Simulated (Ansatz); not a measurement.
```yaml
crystal:
  periodic: [false, false, false]
  atoms:
    - {symbol: F, position_ang: [-1.134892, 0.207037, 2.647800]}
    - {symbol: Al, position_ang: [-1.417368, 0.304912, 1.023056]}
    - {symbol: C, position_ang: [0.066272, 0.764015, -0.131133]}
    - {symbol: Si, position_ang: [1.056446, -0.697845, -0.742725]}
    - {symbol: H, position_ang: [-2.888539, 0.006441, 0.540259]}
    - {symbol: H, position_ang: [-0.322877, 1.297649, -1.006316]}
    - {symbol: H, position_ang: [0.746252, 1.437155, 0.402681]}
    - {symbol: H, position_ang: [0.163580, -1.662234, -1.445376]}
    - {symbol: H, position_ang: [1.681732, -1.412163, 0.403279]}
    - {symbol: H, position_ang: [2.132494, -0.296167, -1.688624]}
basis:
  gaussian: {orbitals: 6-31G, point_charges: [{charge: 0.50, position_ang: [4.926, 0.696, -0.255]}]}
total_charge: 4
hamiltonian: {xc: {name: PBE-QIDH}}
```

```sh
$ ansatz run in.yaml --threads 2 --pin off --events-out ev --progress --plain --max-ram 4352MiB
```

Output, abridged:

```
Functional definition: PBE-QIDH
675 factors; integrals over basis functions are off by at most 1.9e-4 eV
mean field evaluation 1: about -18172.5123 eV, gradient 1.3e2 eV
mean field evaluation 2: about -18172.5237 eV, gradient 1.3e2 eV
mean field evaluation 4: about -18173.0106 eV, gradient 1.1e2 eV
mean field evaluation 8: about -18214.0650 eV, gradient 6.0e0 eV
mean field evaluation 16: about -18214.8262 eV, gradient 4.6e-1 eV
mean field evaluation 32: about -18214.8358 eV, gradient 1.6e-4 eV
mean field evaluation 96: about -18214.9895 eV, gradient 1.1e-3 eV
mean field -18214.98954421 eV, -669.3885191864 hartree, gradient 2.8e-6 eV, S^2 0.000000; 2 other end points of the search recorded, 0 dependent functions left out; unrestricted orbitals would lower it
12 core orbitals not correlated: weight in the atoms' cores, before any rotation towards them, 1.000 or more for the frozen orbitals, at most 0.000 for the correlated occupied ones
reference -18214.98955896 eV, -669.3885197284 hartree; 10, 10 occupied and 34, 34 virtual orbitals, 675 factors
second order -14.00513497 eV of doubles, -0.00000000 eV of singles
Total energy: -18219.65793728 eV, -669.5600794675 hartree
```

In this input the charge is far from anything that the molecule holds. The calculation finished and met its thresholds. The result belongs to that input, not to the molecule as meant.
